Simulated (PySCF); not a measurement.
# Electron correlation in Cd (cadmium, neutral)

[Kr] 4d9 5s2 5p1, one real determinant (an excited configuration). All numbers are calculated (PySCF 2.14, scalar relativity through the core potential, in aug-cc-pwCVDZ-PP with ECP28MDF (6s6p5d3f, 70 functions)). Frozen: 4s2 4p6; 12 electrons correlated.

```tsv
level	correlation energy (mhartree)
CCSD	-367.33
(T)	-10.27
CCSD(T)	-377.60
```

Diagnostics: T1 = 0.016, D1 = 0.0568, largest double amplitude 0.058.

The real determinant used has ⟨L²⟩ near 8 against 12 for a pure F term, so it mixes terms.

Cost of the coupled-cluster step: roughly 30 core-seconds, for 12 correlated electrons.

The reference is one real determinant that mixes LS terms of this configuration.
